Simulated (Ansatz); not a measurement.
Consider the formal exchange of groups at the Sb–N bond: `O=C[NH][SbH2]` + `CC[SiH3]` → `CC[SiH2][SbH2]` + `NC=O`.

Isolated molecules relaxed with PBE0-D4/def2-TZVP in Ansatz; ΔE leaves out vibrations. CCSD(T)/CBS is the MP2 limit (def2-TZVPP, def2-QZVPP) plus CCSD(T) − MP2 in def2-TZVPP, frozen cores. This one scheme is used for every species. DFT in def2-TZVPP. def2 core potentials past Kr. For Sb outer-core shells are correlated without core-valence functions, which leaves a few kJ/mol of doubt a bond. Each species was taken in one conformer, which may not be the lowest.

`O=C[NH][SbH2]`:

Z-matrix (Å, degrees):
```
C
N 1 1.339
O 1 1.218 2 122.2
H 1 1.105 2 115.7 3 -180.0
Sb 2 2.071 1 113.0 3 -1.9
H 2 1.007 1 119.8 3 176.7
H 5 1.722 2 89.1 1 169.9
H 5 1.712 2 94.6 1 79.3
```

`CC[SiH3]`:

```xyz
11

C    -0.558   -0.374    1.252
C    -0.393    0.590    0.081
Si    0.787   -0.034   -1.238
H    -1.250    0.018    2.002
H     0.396   -0.562    1.752
H    -0.947   -1.341    0.920
H    -0.027    1.561    0.433
H    -1.360    0.787   -0.393
H     0.302   -1.327   -1.797
H     2.140   -0.261   -0.659
H     0.909    0.945   -2.353
```

`CC[SiH2][SbH2]`:

Cartesian coordinates in Å:
```
C -0.851 -0.799 1.289
C 0.500 -0.104 1.165
Si 0.685 0.922 -0.401
Sb 0.440 -0.580 -2.484
H -0.930 -1.358 2.224
H -1.675 -0.080 1.264
H -1.016 -1.506 0.471
H 1.313 -0.837 1.190
H 0.666 0.564 2.017
H 2.040 1.538 -0.459
H -0.324 2.019 -0.416
H 0.415 0.789 -3.504
H -1.264 -0.571 -2.356
```

`NC=O`:

Z-matrix (Å, degrees):
```
N
C 1 1.351
H 1 1.003 2 121.3
H 1 1.006 2 119.3 3 -180.0
O 2 1.206 1 125.0 3 180.0
H 2 1.107 1 112.3 3 -0.0
```

**Question.** Is it downhill or uphill in electronic energy at CCSD(T)/CBS, and by how much? (An estimate is asked.)

**Answer.** Ansatz gave: Downhill: ΔE = -9.2 kcal/mol.

**Question.** What do these levels give: PBE-D4, PBE0-D4, r2SCAN, PBE0, HF/CBS(def2), CCSD/CBS(def2)? (Best estimate.)

**Answer.** The calculation gave: PBE-D4 -10.8, PBE0-D4 -12.0, r2SCAN -9.6, PBE0 -11.6, HF/CBS(def2) -7.6, CCSD/CBS(def2) -9.4 kcal/mol.

Largest T1 diagnostic among the species: 0.017.

From PBE to PBE0 (25 % exact exchange), in def2-TZVPP and without D4, ΔE moves by −1.1 kcal/mol.
